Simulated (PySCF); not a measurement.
Below is a simulated gas-phase Si 2p photoelectron spectrum of `C[SiH2]O[SiH2]C`.

Every computed line was given a Gaussian of 0.7 eV full width at half maximum and an area set by the number of equivalent atoms (split 2:1 within a doublet); the highest printed point is 100. Computed, not measured: delta-SCF UKS SCAN, pcX-3 on the ionised atom, pcseg-2 elsewhere, spin-free X2C (PySCF).

binding energy (eV), intensity and a bar:
```
    106.0          1 
    106.1          1 
    106.2          4 #
    106.3          8 ##
    106.4         16 #####
    106.5         28 ########
    106.6         45 #############
    106.7         64 ###################
    106.8         83 #########################
    106.9         95 #############################
    107.0        100 ##############################
    107.1         97 #############################
    107.2         88 ##########################
    107.3         79 ########################
    107.4         70 #####################
    107.5         63 ###################
    107.6         56 #################
    107.7         48 ##############
    107.8         38 ###########
    107.9         28 ########
    108.0         18 #####
    108.1         11 ###
    108.2          6 ##
    108.3          3 #
    108.4          1 
    108.5          0 
    108.6          0
```

Count the maxima, the lines and the sites behind this envelope.

The curve has 1 maximum (at 107.0 eV). Under it lie 2 lines from 1 inequivalent silicon site, drawn as a 2p3/2, 2p1/2 pair. At this width some lines have no maximum of their own.

Decompose the envelope and assign each component. Numbering: `[CH3:1][SiH2:2][O:3][SiH2:4][CH3:5]`.

| position (eV) | relative area | line | atoms | environment |
| --- | --- | --- | --- | --- |
| 106.96 | 1.33 | Si 2p3/2 | Si2/Si4 | oxygen-bound silicon |
| 107.59 | 0.67 | Si 2p1/2 | Si2/Si4 | oxygen-bound silicon |

What are the centre and the root-mean-square width of the whole band?

The area-weighted mean of the lines is 107.17 eV. Their own spread about it is 0.30 eV (rms) and each Gaussian has σ = 0.7/2.355 = 0.30 eV; the variances add, which gives 0.42 eV.

No satellites, vibrations or lifetime broadening are included. The first atom of each set that the bonding makes equivalent was ionised and stands for the set. Spin–orbit coupling isn't in the SCF: each 2p doublet comes from a relaxed spin-free hole plus a matrix of the shell (mean-field spin–orbit coupling and the ground-state 2p splitting), with 2p3/2 averaged over its two sublevels. 2p1/2 minus 2p3/2 (ligand field included): Si 0.63 eV. Geometry: PBE0-D3(BJ)/def2-TZVP, one conformer, isolated molecule.

Conformer computed: `[CH3:1][SiH2:2][O:3][SiH2:4][CH3:5]`: C1–Si2–O3–Si4 0°, Si2–O3–Si4–C5 -1°.
